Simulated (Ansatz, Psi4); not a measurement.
# Worked example: vertical ionisation energy of C2H6Ga (SMILES C[Ga]C)

C2H6Ga: 9 atoms, total charge 0, spin state doublet. SMILES: `C[Ga]C`. Geometry: relaxed at PBE0-D4/def2-TZVP.

Both states at this one shape; open shells run unrestricted unless said. 1 Eh = 27.2114 eV.

| level | program | doublet C2H6Ga (Eh) | singlet C2H6Ga+ (Eh) |
| --- | --- | --- | --- |
| UPBE0/6-31G* (spherical functions) | Ansatz | -2004.001578 | -2003.745810 |
| U-wB97X/6-31G* (spherical functions) | Ansatz | -2004.376025 | -2004.122265 |
| UCCSD(T)/6-31G* (spherical functions), 11 core orbitals frozen | Psi4 | -2002.680228 | -2002.435224 |

Work out the vertical ionisation energy at each level.


1. UPBE0/6-31G* (spherical functions): -2003.745810 − (-2004.001578) = 0.255768 Eh = 6.96 eV.
2. U-wB97X/6-31G* (spherical functions): -2004.122265 − (-2004.376025) = 0.253760 Eh = 6.91 eV.
3. UCCSD(T)/6-31G* (spherical functions): -2002.435224 − (-2002.680228) = 0.245004 Eh = 6.67 eV.

No measured value is set beside it here; the levels span 6.67 to 6.96 eV. All-electron rows are non-relativistic unless named.
